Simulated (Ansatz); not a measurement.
All numbers were calculated with Ansatz.

A structure relaxed at PBE0-D4/def2-TZVP, charge 0, multiplicity 1:

```xyz
10

F     0.843   -0.281    1.818
Si    0.535   -1.115    0.488
S     2.320   -1.855   -0.373
O    -0.232   -0.136   -0.536
Ge   -1.271    1.310   -0.378
H    -0.273   -2.282    0.896
H     2.676   -0.653   -0.859
H    -1.987    1.427   -1.727
H    -0.357    2.512   -0.106
H    -2.254    1.073    0.777
```

Give its formula and SMILES.

FGeH5OSSi, `F[SiH](S)[O][GeH3]`.

Summarise the bond lengths by kind.

1 × F–Si 1.600 Å; 1 × S–Si 2.116 Å; 1 × O–Si 1.612 Å; 1 × H–Si 1.476 Å; 1 × H–S 1.345 Å; 1 × Ge–O 1.787 Å; 3 × Ge–H 1.531 to 1.536 Å.
